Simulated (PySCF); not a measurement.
1,1,1-trifluoro-2,2,2-trichloroethane, C₂Cl₃F₃.
Structure used (PBE0-D3(BJ)/def2-SVP), in Å, numbered top down from 1:
```xyz
8
C2Cl3F3 angstrom
F     -1.450    0.879    0.514
C     -0.578    0.433   -0.374
F     -1.215   -0.323   -1.253
F     -0.046    1.466   -1.006
C      0.536   -0.391    0.335
Cl     1.353    0.657    1.498
Cl    -0.218   -1.757    1.159
Cl     1.674   -0.959   -0.888
```

Level: PBE0/pcSseg-1 and CAM-B3LYP/def2-SVPD in PySCF, non-relativistic, on one gas-phase PBE0-D3(BJ)/def2-SVP geometry that isn't relaxed in the solvent. The solvent is an IEF-PCM continuum (Bondi radii, 1.10 Å for H, scaled by 1.2). Specific hydrogen bonds and non-electrostatic terms are outside this model.

Gas phase at PBE0/pcSseg-1: HOMO -9.32 eV, LUMO -1.18 eV, dipole 0.47 D.

Question: What does the continuum do to the energy, the frontier levels and the dipole at PBE0/pcSseg-1 in chloroform?

Answer: 
| solvent | ε | E(solvent) − E(gas) (kcal/mol) | polarisation term (kcal/mol) | distortion of the solute (kcal/mol) | HOMO (eV) | LUMO (eV) | dipole (D) |
| --- | --- | --- | --- | --- | --- | --- | --- |
| chloroform | 4.711 | -0.67 | -0.68 | 0.01 | -9.26 | -1.08 | 0.54 |

Polarisation term: ½ Σ q·V over the induced surface charges. Distortion: the rise of the solute's own energy as its density leaves the gas-phase optimum.

Gas phase at CAM-B3LYP/def2-SVPD: HOMO -10.71 eV, LUMO -0.12 eV, dipole 0.65 D.

Question: What does the continuum do to the energy, the frontier levels and the dipole at CAM-B3LYP/def2-SVPD in chloroform?

Answer: 
| solvent | ε | E(solvent) − E(gas) (kcal/mol) | polarisation term (kcal/mol) | distortion of the solute (kcal/mol) | HOMO (eV) | LUMO (eV) | dipole (D) |
| --- | --- | --- | --- | --- | --- | --- | --- |
| chloroform | 4.711 | -0.79 | -0.82 | 0.03 | -10.63 | 0.00 | 0.74 |

Question: How does the static polarisability (CAM-B3LYP/def2-SVPD, frozen core, with the continuum's full static response) change?

Answer: 
```csv
medium,isotropic (au),principal values (au),⟨r²⟩ of the electrons (bohr²)
gas,67.8,"61.4, 71.0, 71.0",1252.8
chloroform,82.8,"73.5, 87.5, 87.5",1252.7
```

The isotropic value in chloroform is 1.22 times the gas-phase one; no cavity-field correction is applied. ⟨r²⟩ is taken about the centre of nuclear charge.
